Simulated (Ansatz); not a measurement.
Reaction (substitution at a C–C bond): `C=CCCCCCCCCCC` + HBr → `CCCCCCCBr` + `C=CCCC`

Program: Ansatz. Geometries: PBE0-D4/def2-TZVP. ΔE: electronic, gas phase. CBS: MP2 limit from def2 TZ/QZ plus the TZ coupled-cluster correction, frozen cores. DFT in def2-TZVPP. B3LYP here is the variant with VWN-RPA as its local correlation; programs differ in this. HSE06 is defined as in plane-wave codes. For Br outer-core shells are correlated without core-valence functions, which leaves a few kJ/mol of doubt a bond. Scalar relativity is left out up to krypton. Each species was taken in one conformer, which may not be the lowest.

Q: Is it downhill or uphill in electronic energy at CCSD(T)/CBS, and by how much? (Best estimate.)

A: Ansatz gave: Nearly level: ΔE = -0.01 eV.

Q: What do these levels give: B97M-V, PBE0-D4, B3LYP-D4, r2SCANh-D4, CAM-B3LYP-D4, HSE06? (Best estimate.)

A: Computed: B97M-V 0.00, PBE0-D4 0.00, B3LYP-D4 -0.04, r2SCANh-D4 -0.02, CAM-B3LYP-D4 0.01, HSE06 -0.13 eV.

Largest T1 diagnostic among the species: 0.009.

Leaving LDA and LC-ωPBE aside and taking each functional with its dispersion term where it has one, the values, not all of them listed here, spread over 0.16 eV, from B2PLYP to ωB97M-V. LDA lies +0.25 eV from PBE without D4. From BLYP to BHLYP (50 % exact exchange), in def2-TZVPP and without D4, ΔE moves by +0.12 eV.
